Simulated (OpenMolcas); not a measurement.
Rh4+ among 6 point charges of -1.7 e arranged as a trigonal antiprism (D3d), 1.94 Å from the ion, with a polar angle of 58.0° against the regular 54.74°.

| Item | Value |
| --- | --- |
| Program | OpenMolcas 26.06 |
| Method | CASSCF |
| Basis | ANO-RCC-VDZP [6s5p3d1f] |
| Scalar Hamiltonian | DKH2, point nucleus |
| Active space | 5 electrons in 5 orbitals (4d) |
| State averaging | 2S+1 = 6 even, 1 root; 2S+1 = 4 even, 24 roots; 2S+1 = 2 even, 75 roots |
| Spin-orbit coupling | RASSI with atomic mean-field integrals over the reference wave functions |

(1) What is the spin-free ground state (labels of D3, the rotations of D3d)?

(2) What are the lowest two levels with spin-orbit coupling?

(3) What is χT at 300 K, and how does it compare with the textbook value?

## Answers

(1) 6A1, 1-fold in its orbital part, 100 % from free-ion S terms; it has the highest spin that d5 allows.

(2) A 2-fold level E1/2 with g = 1.98, 5.98, 5.99, then a 2-fold level E3/2 2.8 cm-1 above it. Their leading multiplicities are 6 (99 %) and 6 (99 %).

(3) The lowest level has 2S+1 = 6, for which the spin-only value is χT = S(S+1) / 2 = 4.375 cm3 K/mol (g = 2). The computed 4.365 at 300 K differs by -0.010, through a little spin-orbit mixing out of the ground term, against the free-electron g of 2.0023, which raises it.

Without dynamic correlation the repulsion within the d shell is too large (B by tens of per cent), so at a given field states of lower spin stand too high. Point charges give a weaker field than real ligands, and real ions of this kind are as a rule low spin; the high spin found here belongs to the model. This is an electrostatic model: the charges have no orbitals. A group larger than the point group allows holds several states that coincide in this model. No measured value stands beside these numbers.
